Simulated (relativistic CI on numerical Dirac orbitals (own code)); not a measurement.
Method of calculation: Dirac-Coulomb-Breit CI, separate exchange-only KLI orbitals for each configuration, QED by a radiative potential, unscaled Slater integrals (own radial code, finite nucleus).

Configurations in the expansion (outside the closed core [Ar]): 3d¹⁰4s, 3d¹⁰4p, 3d¹⁰4d, 3d¹⁰4f, 3d¹⁰5s, 3d¹⁰5p, 3d¹⁰5d, 3d⁹4s², 3d¹⁰6s, 3d¹⁰5f, 3d¹⁰6p, 3d¹⁰5g, 3d¹⁰6d, 3d⁹4s4p, 3d¹⁰7s, 3d¹⁰6f, 3d¹⁰8s, 3d⁹4s4d, 3d⁹4s5s, 3d⁹4s5p, 3d⁹4s4f, 3d⁹4s5d, 3d⁹4s6s. Double excitations out of closed p, d and f shells are left out; levels of such configurations are missing from the list, as are those of other unlisted configurations, and high levels can miss mixing partners.

At this charge configurations can still be misplaced by up to about 7 % of their energy.

Outline of the computed level scheme of Rb IX. Lowest level of each configuration: 3d¹⁰4s ²S1/2 at 0.000 eV; 3d¹⁰4p ²P°1/2 at 19.536 eV; 3d¹⁰4d ²D3/2 at 51.572 eV; 3d¹⁰5s ²S1/2 at 70.710 eV; 3d¹⁰5p ²P°1/2 at 78.643 eV; 3d¹⁰4f ²F°7/2 at 78.711 eV; 3d¹⁰5d ²D3/2 at 91.993 eV; 3d⁹4s² ²D5/2 at 99.044 eV; 3d¹⁰6s ²S1/2 at 100.583 eV.

Some strong electric-dipole decays among the lowest 15 levels: 3d¹⁰5s ²S1/2 → 3d¹⁰4p ²P°3/2 (2.7e+10 s⁻¹); 3d¹⁰4d ²D5/2 → 3d¹⁰4p ²P°3/2 (2.5e+10 s⁻¹); 3d¹⁰4f ²F°7/2 → 3d¹⁰4d ²D5/2 (2.4e+10 s⁻¹); 3d¹⁰4f ²F°5/2 → 3d¹⁰4d ²D3/2 (2.3e+10 s⁻¹); 3d¹⁰4d ²D3/2 → 3d¹⁰4p ²P°1/2 (2.3e+10 s⁻¹); 3d¹⁰6s ²S1/2 → 3d¹⁰4p ²P°3/2 (1.3e+10 s⁻¹); 3d¹⁰5s ²S1/2 → 3d¹⁰4p ²P°1/2 (1.3e+10 s⁻¹); 3d¹⁰5p ²P°1/2 → 3d¹⁰4d ²D3/2 (1.1e+10 s⁻¹).

LS names give the leading component of a level, which can be under half, so a name can repeat, a term be missing and a line seem to break the LS rules.
